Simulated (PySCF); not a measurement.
# Dipole response of In⁺ (indium, charge +1)

[Kr] 4d9 5s2 5p1, one real determinant (an excited configuration). Calculation: PySCF 2.14, in x2c-QZVPPall with one added diffuse shell each of s, p, d, f type (14s10p8d5f1g, 128 functions); the spin-free X2C one-electron Hamiltonian (Gaussian nucleus). Coupled (time-dependent) response in atomic units; α is the mean over directions.

```csv
method,mean α (bohr³),"α xx, yy, zz",C₆ (like pair),S(−4)
PBE0,28.06,"26.40, 26.40, 31.40",224.3,258.3
```

S(−4) is the Cauchy moment in α(ω) = α(0) + S(−4) ω² + …

Spin-orbit coupling is absent.

α(iu) at PBE0:

| u (hartree) | α(iu) (bohr³) |
| --- | --- |
| 0 | 28.06 |
| 0.0500 | 27.44 |
| 0.100 | 25.74 |
| 0.200 | 20.85 |
| 0.300 | 16.18 |
| 0.500 | 10.10 |
| 0.750 | 6.447 |
| 1.00 | 4.634 |
| 1.50 | 2.891 |
| 2.00 | 2.041 |
| 3.00 | 1.198 |
| 5.00 | 0.5613 |

A single London oscillator, α(iu) = α/(1 + u²/ω²), gives C₆ = (3/4) ω α². Matching the computed C₆ needs ω = 4 × 224.3 / (3 × 28.06²) = 0.380 hartree.

For an ion, C₆ is the dispersion term alone; charge-induced terms of lower order in 1/R come first.

The components differ because the open shell of this determinant is not spherical; for a pure term their mean is the scalar polarisability.

⟨L²⟩ = 8.02 against 12 for a pure F term, so this real determinant mixes terms.
